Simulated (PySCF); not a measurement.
Correlation energy of Fe(3+) (iron, charge +3)

[Ar] 3d5, high-spin 6S determinant. Computed with PySCF 2.14 in aug-cc-pVDZ-DK (7s6p4d2f, 59 functions), with the spin-free X2C one-electron Hamiltonian (Gaussian nucleus). Frozen: [Ar]; 5 electrons correlated.

```csv
level,correlation energy (mhartree)
CCSD,-53.29
(T),-0.36
CCSD(T),-53.65
```

Diagnostics: T1 = 0.0037, D1 = 0.0052, largest double amplitude 0.019.

Cost of the coupled-cluster step: about 1.4 core-seconds, for 5 correlated electrons.
